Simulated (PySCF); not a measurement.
Ligands exchanged one at a time, Ge Cl-SH. All species are isolated molecules in the gas phase. One relaxed conformer stands for each flexible species; it need not be the lowest. Strings in code marks are SMILES. All members: neutral, multiplicity 1. Level: PBE0-D3(BJ)/def2-TZVP (PySCF), beside PBE-D3(BJ)/def2-TZVP // PBE0-D3(BJ)/def2-TZVP (PySCF) at the same geometries.  Orbital energies are measured against the vacuum level.

```tsv
species	HOMO, PBE (eV)	HOMO, PBE0-D3(BJ) (eV)
`[Cl][Ge]([Cl])([Cl])[Cl]`	-8.20	-9.67
`[SH][Ge]([Cl])([Cl])[Cl]`	-7.06	-8.36
`[SH][Ge]([SH])([Cl])[Cl]` (H–S–Ge–Cl torsion -83°, Cl–Ge–S–H torsion -178°)	-6.87	withheld
`[SH][Ge]([SH])([SH])[Cl]`	-6.52	-7.77
`[SH][Ge]([SH])([SH])[SH]`	-6.20	-7.43
```

**Question.** Fit y = a + b·x, y being the HOMO at the first level, to the 4 complete rows by least squares, with x = the PBE value in eV. Give a, b and the rms residual, and predict the withheld value.

**Answer.** Means of the 4 rows: x̄ = -6.995, ȳ = -8.3075 eV. Σ(x − x̄)² = 2.3139 and Σ(x − x̄)(y − ȳ) = 2.5981, so b = 1.123 and a = ȳ − b·x̄ = -0.452 eV. The rms residual is 0.014 eV. At x = -6.87 the line gives -8.17 eV. The run for `[SH][Ge]([SH])([Cl])[Cl]` (H–S–Ge–Cl torsion -83°, Cl–Ge–S–H torsion -178°) gave -8.15 eV, so the line is off by 0.02 eV, within twice the rms residual.

Codes: PySCF.
